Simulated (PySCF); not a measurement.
CHCl2NO2Si, SMILES O=C=N[Si](O)(Cl)Cl.

The structure is a stationary point at ωB97X-D3(BJ)/def2-SVP. This is a generated structure with no PubChem entry under its InChIKey; it may be hypothetical. Other conformers were not sampled.

These are ωB97X-D3(BJ)/def2-SVP run with PySCF 2.14.0 values and carry that method's errors.

Frequencies are harmonic and unscaled.

Q: Give all harmonic wavenumbers and intensities. (An estimate is asked for; the answer gives what the named calculation found.)

A: 
```
mode  ν (cm⁻¹)  IR (km/mol)  Raman (Å⁴/amu)  depolarisation  moving atoms (share of kinetic energy)
----  --------  -----------  --------------  --------------  --------------------------------------
1           30          0.9             3.5            0.75                 Cl 41 %, O 39 %, N 15 %
2           43          0.2             3.0            0.73                 O 50 %, N 25 %, Cl 19 %
3          106         79.1             1.6            0.75                         H 74 %, Cl 13 %
4          183          6.1             1.4            0.71          Cl 61 %, H 10 %, O 10 %, N 9 %
5          226         11.7             0.3            0.73         N 30 %, O 29 %, Cl 22 %, H 14 %
6          264         30.1             2.0            0.60        O 40 %, Cl 22 %, Si 16 %, N 15 %
7          300         27.6             2.0            0.75         Cl 32 %, N 23 %, O 23 %, Si 9 %
8          318         37.5             1.7            0.64                 O 38 %, N 25 %, Cl 22 %
9          488         21.4             9.2            0.00                Cl 51 %, O 24 %, Si 14 %
10         632         34.5             0.1            0.75          C 62 %, O 14 %, Si 11 %, N 9 %
11         634          5.9             0.3            0.74                 C 56 %, Si 14 %, O 13 %
12         642        239.3             1.2            0.74                Si 41 %, Cl 21 %, C 20 %
13         685        304.1             1.1            0.40         Si 55 %, O 17 %, C 11 %, N 10 %
14         796        332.0             2.4            0.36                 H 65 %, O 19 %, Si 15 %
15         974        143.0             2.9            0.24                 O 47 %, Si 42 %, H 10 %
16        1565         82.5            27.6            0.26                          N 58 %, O 38 %
17        2475       1769.9             0.5            0.48                  C 70 %, N 17 %, O 13 %
18        3932        154.6            82.2            0.30                                  H 94 %
```
